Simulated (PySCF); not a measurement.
C₃H₅BClP.
Atom-mapped SMILES: `[PH2:1][BH:2][C@@H:3]1[CH:4]=[C:5]1[Cl:6]` (hydrogens: H7, H8 on P1; H9 on B2; H10 on C3; H11 on C4)

Method: PBE0-D3(BJ)/def2-SVP geometry optimisation, gas phase in PySCF; density fitting, grid level 1; the optimiser is geomeTRIC in internal coordinates, started from a GFN2-xTB structure with every atom displaced at random (about 0.01 Å).

Geometry at step 3:
```
atom  x, y, z in Å
P1      2.5317   -0.9506    0.8442
B2      0.9923   -0.4381   -0.1231
C3     -0.2419    0.2257    0.5404
C4     -1.6697   -0.0222   -0.0312
C5     -1.1408    1.1192   -0.2849
Cl6    -1.2082    2.6539   -0.9691
H7      2.6925    0.1328    1.7483
H8      3.5644   -0.6304   -0.0728
H9      0.9279   -0.7594   -1.2846
H10    -0.1944    0.4623    1.6181
H11    -2.4255   -0.7968   -0.1295
```

**Question.** What forces act on the atoms?

**Answer.** 
```csv
atom,Fx (eV/Å),Fy (eV/Å),Fz (eV/Å)
P1,-0.124,-0.029,-0.014
B2,0.014,0.039,0.081
C3,-0.004,0.031,0.050
C4,0.027,-0.233,-0.138
C5,0.004,0.119,0.079
Cl6,0.020,-0.053,-0.008
H7,0.014,0.034,0.030
H8,0.043,0.017,-0.033
H9,0.008,-0.030,-0.102
H10,-0.012,-0.003,-0.023
H11,0.009,0.109,0.078
```

The largest, 0.27 eV/Å, acts on C4; the rms over all components is 0.070 eV/Å. The forces sum to zero within rounding, as they must for an isolated molecule in no field.

**Question.** Give the force on C4 in Eh/bohr and in nN.

**Answer.** 0.272 eV/Å ÷ 51.422 = 0.00530 Eh/bohr, and 0.272 eV/Å × 1.602 = 0.44 nN.

**Question.** How far is this geometry from the end of the optimisation?

**Answer.** 0.005 eV above it, and 0.032 Å rms away after alignment. The bonds farthest from their final lengths, with half the difference of the two atoms' forces along the bond (positive lengthens):

```json
{"bond": "P1–B2", "now (Å)": "1.889", "final (Å)": "1.884", "force along bond (eV/Å)": "-0.07"}
{"bond": "B2–H9", "now (Å)": "1.207", "final (Å)": "1.211", "force along bond (eV/Å)": "+0.10"}
{"bond": "P1–H8", "now (Å)": "1.418", "final (Å)": "1.420", "force along bond (eV/Å)": "+0.07"}
{"bond": "C4–H11", "now (Å)": "1.087", "final (Å)": "1.084", "force along bond (eV/Å)": "-0.13"}
{"bond": "P1–H7", "now (Å)": "1.420", "final (Å)": "1.422", "force along bond (eV/Å)": "+0.05"}
{"bond": "C5–Cl6", "now (Å)": "1.682", "final (Å)": "1.680", "force along bond (eV/Å)": "-0.06"}
```

The angle farthest from its final value is C3–C4–H11, 141.6° against 142.2°.

The cost below is that of the whole optimisation. The run took 48 s of wall time on one thread of an Arm Neoverse V1, no GPU, shared host with 32 logical CPUs at a one-minute load of 26, and the process peaked at 0.51 GiB of memory.
